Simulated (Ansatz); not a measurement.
Stepwise reaction of `[SiH3]O[Si]O[SiH3]` with hydrogen sulfide, as a gas-phase model of exchange steps in deposition or etching. ΔE in kJ/mol; ΔG adds harmonic PBE0-D4 terms to CCSD(T)/CBS, at 1 bar.

Calculated with Ansatz (gas phase, PBE0-D4/def2-TZVP geometries, no zero-point term in ΔE). CBS: MP2 limit from def2 TZ/QZ plus the TZ coupled-cluster correction, frozen cores. This one scheme is used for every species. DFT in def2-TZVPP. B3LYP here is the variant with VWN-RPA as its local correlation; programs differ in this. Each species was taken in one conformer, which may not be the lowest.

```
step                                                 reaction  PBE-D4  B3LYP-D4  ωB97M-V  CCSD(T)/CBS  ΔG(600 K)
   1  `[SiH3]O[Si]O[SiH3]` + H₂S → `[SiH3]O[Si]S` + `O[SiH3]`    46.4      63.3     63.1         62.7       68.7
```

Task: Give the row of step 2, `[SiH3]O[Si]S` + H₂S → `S[Si]S` + `O[SiH3]`. (Best estimate.)

Result: The calculation gave: 
```
step                                     reaction  PBE-D4  B3LYP-D4  ωB97M-V  CCSD(T)/CBS  ΔG(600 K)
   2  `[SiH3]O[Si]S` + H₂S → `S[Si]S` + `O[SiH3]`    22.8      40.6     40.1         36.8       44.6
```

Task: By hand: ΔE of the 2 steps together at CCSD(T)/CBS.

Result: (62.7) + (36.8) = 99.5 kJ/mol, or 49.8 kJ/mol a step.

In ΔE each step is lower than the one before. All are uphill at CCSD(T)/CBS. ΔG lies between 44.6 and 68.7 kJ/mol a step. PBE-D4 differs from CCSD(T)/CBS by -16.3 to -14.0 kJ/mol a step. Isolated molecules leave out the surface, adducts and barriers. Largest T1 diagnostic: 0.015.
